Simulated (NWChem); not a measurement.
ScN3H6; SMILES [NH2][Sc]([NH2])[NH2]

```xyz
10

Sc     0.0000     0.0000     0.0000
N      0.5107     1.9153     0.0000
H      1.4569     2.2933     0.0000
H     -0.1215     2.7142     0.0000
N      1.4033    -1.4000     0.0000
H      2.4114    -1.2519     0.0000
H      1.2576    -2.4083     0.0000
N     -1.9141    -0.5153     0.0000
H     -2.2899    -1.4623     0.0000
H     -2.7145     0.1150     0.0000
```
Atoms are numbered in this order, from 1.

All runs: NWChem. Pople sets run with spherical d functions. All runs use the structure optimised with PBE0/def2-SVP. No frequency run checked for a minimum. GIAO values for the isolated, static molecule; σ is the absolute isotropic shielding, δ = σ(reference) − σ with the isolated reference molecule computed at the same levels (1H: tetramethylsilane, 15N: ammonia).

For level LDA (Slater exchange, VWN5)/pcSseg-1:

```yaml
"σ Sc1 (ppm)": 35.2
"δ N2 (ppm)": 162.6
"δ H3 (ppm)": 4.37
```

Problem. What are these values for level Hartree-Fock/6-31G*?

Solution. 
| Property | Result |
|---|---|
| σ Sc1 (ppm) | 717.8 |
| δ N2 (ppm) | 82.1 |
| δ H3 (ppm) | 1.20 |
